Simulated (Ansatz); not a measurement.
**Energy profile**

The step: CH₄Zn ([CH3][ZnH]) + NH₃ → CH₅NZn ([CH3][Zn][NH2]) + H₂; bonds formed: H2–H4; dative contacts that become bonds: Zn1–N5; bonds broken: Zn1–H2, H4–N5 (atoms numbered as in the saddle structure below).

```xyz
10
angstrom
Zn -0.0286 0.0884 -0.0501
H -1.0157 -0.0080 -1.7265
C 0.5357 1.6417 0.9755
H -0.8131 -0.9546 -1.4220
N -0.2634 -1.8312 -0.5253
H 1.0507 2.3560 0.3291
H -0.3345 2.1460 1.4028
H 1.2066 1.3647 1.7909
H 0.5379 -2.3852 -0.8036
H -0.8756 -2.4180 0.0292
```

Electronic energies by CCSD(T) at an estimated basis limit (MP2 extrapolated from triple and quadruple zeta, plus CCSD(T) − MP2 in triple zeta), on PBE0-D4/def2-TZVP structures; CH7NZn, closed shell; no counterpoise correction. Computed with Ansatz 0.2.0 (basis: def2-TZVPP and def2-QZVPP); correlated methods freeze the cores. The 3s and 3p shells of Cu and Zn are frozen; filled d shells are correlated. Extrapolation: Hartree–Fock as exp(−7.88 √X), correlation as X^−2.97.

Question: Give the profile in kcal/mol, counted from the separated reactants. (To be estimated.)

Answer: Computed:
| point | kcal/mol |
| --- | --- |
| separated: CH4Zn (linked as [CH3][ZnH]; Zn1, H2, C3, H6, H7, H8; singlet) + NH3 (H4, N5, H9, H10; singlet) | 0.00 |
| start structure | -9.97 |
| saddle | 26.16 |
| end structure | -1.52 |
| separated: CH5NZn (linked as [CH3][Zn][NH2]; Zn1, C3, N5, H6, H7, H8, H9, H10; singlet) + H2 (H2, H4; singlet) | -0.90 |

No T1 diagnostic of these runs exceeds 0.015.

The step is the kind of exchange with an N–H group that builds nitride films in atomic layer and chemical vapour deposition.

For scale, one of the runs: CCSD(T)/def2-TZVPP, 224 basis functions, launched by `ansatz run in.yaml --threads 4 --pin off --events-out ev --progress --plain --max-ram 9574MiB`. Time: 69 s of wall clock on 4 CPU threads of an Arm Neoverse V2; the host was shared. Peak host memory: 3.6 GiB.
